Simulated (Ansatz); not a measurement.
Reaction (ligand exchange at the Al–C bond): `C#[C][Al]([Cl])[Cl]` + `N=C=O` → `O=C=[N][Al]([Cl])[Cl]` + `C#C`

Calculated with Ansatz (gas phase, PBE0-D4/def2-TZVP geometries, no zero-point term in ΔE). CCSD(T)/CBS is the MP2 limit (def2-TZVPP, def2-QZVPP) plus CCSD(T) − MP2 in def2-TZVPP, frozen cores. This one scheme is used for every species. DFT in def2-TZVPP. B3LYP here is the variant with VWN-RPA as its local correlation; programs differ in this. HSE06 is defined as in plane-wave codes. One conformer a species, not always the lowest.

| level | ΔE (kcal/mol) | difference from CCSD(T)/CBS |
| --- | --- | --- |
| LDA (SPW92) | -16.9 | 1.5 |
| PBE-D4 | -16.0 | 2.4 |
| revPBE-D4 | -16.0 | 2.4 |
| BLYP-D4 | -17.4 | 1.0 |
| r2SCAN-D4 | -17.7 | 0.7 |
| PBE0-D4 | -17.6 | 0.8 |
| B3LYP-D4 | -18.7 | -0.3 |
| r2SCAN0-D4 | -18.9 | -0.5 |
| BHLYP-D4 | -20.4 | -2.0 |
| CAM-B3LYP-D4 | -19.6 | -1.2 |
| ωB97X-V | -18.6 | -0.2 |
| B2PLYP | -18.6 | -0.2 |
| PBE-QIDH | -18.6 | -0.2 |
| PBE | -15.8 | 2.6 |
| revPBE | -15.4 | 3.0 |
| BLYP | -17.1 | 1.3 |
| r2SCAN | -17.6 | 0.8 |
| PBE0 | -17.5 | 0.9 |
| B3LYP | -18.4 | 0.0 |
| r2SCANh | -18.1 | 0.3 |
| r2SCAN0 | -18.8 | -0.4 |
| HSE06 | -17.4 | 1.0 |
| BHLYP | -20.3 | -1.9 |
| CAM-B3LYP | -19.5 | -1.1 |
| LC-ωPBE | -19.1 | -0.7 |
| RPA@PBE/def2-TZVPP | -17.0 | 1.4 |
| HF/def2-SVP | -23.5 | -5.1 |
| MP2/def2-SVP | -20.4 | -2.0 |
| CCSD(T)/def2-SVP | -20.0 | -1.6 |
| HF/def2-TZVPP | -22.0 | -3.6 |
| MP2/def2-TZVPP | -18.7 | -0.3 |
| SCS-MP2/def2-TZVPP | -18.8 | -0.4 |
| CCSD/def2-TZVPP | -19.2 | -0.8 |
| CCSD(T)/def2-TZVPP | -18.4 | 0.0 |
| HF/def2-QZVPP | -22.1 | -3.7 |
| MP2/def2-QZVPP | -18.7 | -0.3 |
| SCS-MP2/def2-QZVPP | -18.9 | -0.5 |
| HF/CBS(def2) | -22.1 | -3.7 |
| MP2/CBS(def2) | -18.7 | -0.3 |
| CCSD/CBS(def2) | -19.2 | -0.8 |
| CCSD(T)/CBS | -18.4 | 0 |

Problem. What do rigid-rotor, harmonic-oscillator terms from PBE0-D4/def2-TZVP frequencies (298.15 K, 1 bar) make of the CCSD(T)/CBS value? (Best estimate.)

Solution. Computed: ΔZPE = +0.4 kcal/mol, ΔH = -17.9 kcal/mol, ΔS = -10 J/(mol·K), ΔG = -17.2 kcal/mol. Modes under 50 cm⁻¹ make the entropy rough.

Largest T1 diagnostic among the species: 0.018.

From BLYP to BHLYP (50 % exact exchange), in def2-TZVPP and without D4, ΔE moves by −3.2 kcal/mol. In def2-TZVPP, CCSD(T) changes the Hartree–Fock value by +3.6 kcal/mol (the triples alone add +0.8 kcal/mol) and MP2 by +3.3 kcal/mol. At CCSD(T), def2-SVP lies −1.6 kcal/mol from the extrapolated value and def2-TZVPP +0.0 kcal/mol.
